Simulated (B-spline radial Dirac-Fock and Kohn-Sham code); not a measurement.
# Satellites and hypersatellites of the K lines of Sn²⁷⁺

System: Sn²⁷⁺ in the configuration [Ar] 3d5.

Calculated with a radial B-spline solver, using ΔSCF Dirac-Fock with Breit, self-energy and vacuum polarisation, finite nucleus, configuration average. Each two-hole energy is an average over J within one jj subconfiguration, not an observable level; in light atoms, where LS coupling holds, the j-resolved values are not observed lines, and for a K spectator the Kα1 hypersatellite is nearly forbidden. Correlation and solid-state effects are left out.

Lines without a spectator: Kα2 (K-L2) 25065.2 eV, Kα1 (K-L3) 25295.0 eV, Kβ3 (K-M2) 28616.6 eV, Kβ1 (K-M3) 28665.6 eV. Shifts in eV with one spectator hole (a dash: not computed, or left out as unreliable):

```
spectator hole     Kα2     Kα1     Kβ3     Kβ1
    L2 (2p1/2)   +66.8   +83.9       –  +181.7
    L3 (2p3/2)   +65.2   +65.7  +161.5       –
    M2 (3p1/2)       –  +13.00   +31.9   +36.9
    M3 (3p3/2)  +10.03       –   +32.5   +32.1
```

Q: Where does the K-L3 hypersatellite lie, emitted when both K electrons are missing?

A: +597.5 eV from the normal line, at 25892.5 eV. Removing both K electrons costs 61582.1 eV, which is 853.5 eV more than twice the K binding energy.

With n spectator holes in 2p, averaged over the 2p shell (energies in eV):

| n | KαLⁿ | step | hypersatellite KαʰLⁿ |
| --- | --- | --- | --- |
| 0 | 25218.4 | – | 25809.6 |
| 1 | 25288.9 | +70.5 | 25881.7 |
| 2 | 25360.9 | +72.0 | 25955.3 |
| 3 | 25434.3 | +73.4 | 26030.3 |
| 4 | 25509.2 | +74.9 | 26106.8 |
| 5 | 25585.6 | +76.4 | 26184.7 |
